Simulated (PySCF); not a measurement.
C3H9Si, SMILES C[Si](C)C, multiplicity 2.

Geometry optimised at r2SCAN-D4/def2-SVP.

Method: TDA-PBE/def2-SVPD (PySCF 2.14.0).

Vertical excitations; the highest root listed may be one member of a degenerate set. Gas-phase values at a fixed geometry.

Question: Give excitation energies, oscillator strengths and character. (Estimate from the structure and the level; the computed values follow.)

Answer: 
```
state    energy (eV)  λ (nm)      f                                     main pairs
-------  -----------  ------  -----  ---------------------------------------------
root 1          4.11     301  0.001                              α HOMO→LUMO 100 %
root 2          4.71     263  0.067  α HOMO→LUMO+2, β HOMO−1→LUMO (degenerate set)
root 3          4.71     263  0.067    α HOMO→LUMO+1, β HOMO→LUMO (degenerate set)
root 4          4.82     257  0.000  α HOMO→LUMO+2, β HOMO−1→LUMO (degenerate set)
root 5          4.82     257  0.000    α HOMO→LUMO+1, β HOMO→LUMO (degenerate set)
root 6          5.37     231  0.142                            α HOMO→LUMO+3 100 %
root 7          5.93     209  0.008                             α HOMO→LUMO+4 99 %
root 8          6.00     207  0.004                 α HOMO→LUMO+6 (degenerate set)
root 9          6.00     207  0.004                 α HOMO→LUMO+5 (degenerate set)
root 10         6.15     202  0.021                             α HOMO→LUMO+7 98 %
```
Unrestricted roots are not spin-pure.
